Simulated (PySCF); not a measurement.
Molfile (atoms numbered from 1):
```
C6H10FNSi2
     RDKit          3D

 20 19  0  0  0  0  0  0  0  0999 V2000
   -2.8188   -0.6156    0.8499 C   0  0  0  0  0  0  0  0  0  0  0  0
   -2.0375   -0.0578   -0.0658 C   0  0  0  0  0  0  0  0  0  0  0  0
   -1.9165    1.4330   -0.1796 C   0  0  0  0  0  0  0  0  0  0  0  0
   -1.0521   -1.0883   -1.3034 Si  0  0  0  0  0  4  0  0  0  0  0  0
    0.7956   -0.9010   -0.8793 C   0  0  0  0  0  0  0  0  0  0  0  0
    1.6129   -1.3968   -1.8519 F   0  0  0  0  0  0  0  0  0  0  0  0
    1.3587   -0.3865    0.2088 C   0  0  0  0  0  0  0  0  0  0  0  0
    3.2101   -0.2568    0.5291 Si  0  0  0  0  0  4  0  0  0  0  0  0
    3.4907    1.5683    0.8368 C   0  0  0  0  0  0  0  0  0  0  0  0
    3.6484    2.6874    1.0239 N   0  0  0  0  0  0  0  0  0  0  0  0
   -2.9265   -1.6840    0.9328 H   0  0  0  0  0  0  0  0  0  0  0  0
   -3.3891   -0.0291    1.5552 H   0  0  0  0  0  0  0  0  0  0  0  0
   -0.8712    1.7378   -0.1489 H   0  0  0  0  0  0  0  0  0  0  0  0
   -2.3248    1.7650   -1.1335 H   0  0  0  0  0  0  0  0  0  0  0  0
   -2.4545    1.9362    0.6215 H   0  0  0  0  0  0  0  0  0  0  0  0
   -1.3838   -2.5122   -1.2013 H   0  0  0  0  0  0  0  0  0  0  0  0
   -1.2278   -0.5932   -2.6724 H   0  0  0  0  0  0  0  0  0  0  0  0
    0.6794   -0.0109    0.9614 H   0  0  0  0  0  0  0  0  0  0  0  0
    3.5689   -0.9506    1.7700 H   0  0  0  0  0  0  0  0  0  0  0  0
    4.0326   -0.6339   -0.6156 H   0  0  0  0  0  0  0  0  0  0  0  0
  1  2  2  0
  2  3  1  0
  2  4  1  0
  4  5  1  0
  5  6  1  0
  5  7  2  0
  7  8  1  0
  8  9  1  0
  9 10  3  0
  1 11  1  0
  1 12  1  0
  3 13  1  0
  3 14  1  0
  3 15  1  0
  4 16  1  0
  4 17  1  0
  7 18  1  0
  8 19  1  0
  8 20  1  0
M  END
```

Isolated molecule, one computed conformer, no relativistic terms, equivalent nuclei averaged. NMR shieldings at PBE0/pcSseg-1/GIAO; coordinates at the GFN2-xTB level; PySCF 2.14.

References, each an isolated molecule treated in the same way: TMS for 13C, 1H, 29Si; 19F against CFCl3; 15N vs NH3.

```json
{"atoms": "C7", "nucleus": "13C", "count": "1", "Hirshfeld charge": "-0.17", "δ (ppm)": "115.6"}
{"atoms": "H11", "nucleus": "1H", "count": "1", "Hirshfeld charge": "0.05", "δ (ppm)": "5.91"}
{"atoms": "N10", "nucleus": "15N", "count": "1", "Hirshfeld charge": "-0.20", "δ (ppm)": "?"}
{"atoms": "H18", "nucleus": "1H", "count": "1", "Hirshfeld charge": "0.05", "δ (ppm)": "5.48"}
{"atoms": "Si8", "nucleus": "29Si", "count": "1", "Hirshfeld charge": "0.39", "δ (ppm)": "-88.2"}
{"atoms": "H16/H17", "nucleus": "1H", "count": "2", "Hirshfeld charge": "-0.07", "δ (ppm)": "?"}
{"atoms": "C3", "nucleus": "13C", "count": "1", "Hirshfeld charge": "-0.12", "δ (ppm)": "?"}
{"atoms": "C1", "nucleus": "13C", "count": "1", "Hirshfeld charge": "-0.09", "δ (ppm)": "140.6"}
{"atoms": "H12", "nucleus": "1H", "count": "1", "Hirshfeld charge": "0.05", "δ (ppm)": "6.32"}
{"atoms": "C9", "nucleus": "13C", "count": "1", "Hirshfeld charge": "-0.03", "δ (ppm)": "?"}
{"atoms": "F6", "nucleus": "19F", "count": "1", "Hirshfeld charge": "-0.08", "δ (ppm)": "-62.5"}
{"atoms": "C5", "nucleus": "13C", "count": "1", "Hirshfeld charge": "0.01", "δ (ppm)": "192.7"}
{"atoms": "H19/H20", "nucleus": "1H", "count": "2", "Hirshfeld charge": "-0.06", "δ (ppm)": "4.81"}
{"atoms": "Si4", "nucleus": "29Si", "count": "1", "Hirshfeld charge": "0.34", "δ (ppm)": "-51.1"}
{"atoms": "C2", "nucleus": "13C", "count": "1", "Hirshfeld charge": "-0.08", "δ (ppm)": "?"}
{"atoms": "H13/H14/H15", "nucleus": "1H", "count": "3", "Hirshfeld charge": "0.05", "δ (ppm)": "2.19"}
```

Problem. Estimate the values marked ?.

Solution. 
- C2: 147.6 ppm, fully substituted alkene carbon; as expected for a trigonal carbon in a double bond
- C9: 123.1 ppm, nitrile carbon; C≡N carbons fall here, among the sp2 signals but without a proton
- C3: 27.3 ppm, allylic methyl carbon; aliphatic region, no heteroatom directly attached
- H16/H17: 4.65 ppm, hydrogen on a silicon bonded to 2 C
- N10: 364.0 ppm, nitrile nitrogen

Shifts are as computed. Against solution values, carbons near 30 ppm lie about +3 ppm off and those near 130 ppm about +5 ppm. Of 1309 compounds with measured shifts, 239 miss one by over three times the rms of a fit or turn the order of signals round; such compounds aren't used in these exercises. Unscaled 19F shifts against computed CFCl3 carry errors that often reach 10 to 50 ppm. Experimental scales use liquid or dissolved standards, which lie at an offset from isolated NH3 (liquid NH3: subtract about 20 ppm). Unscaled 15N shifts of sp2 nitrogen come out 20 to 40 ppm too high even then.
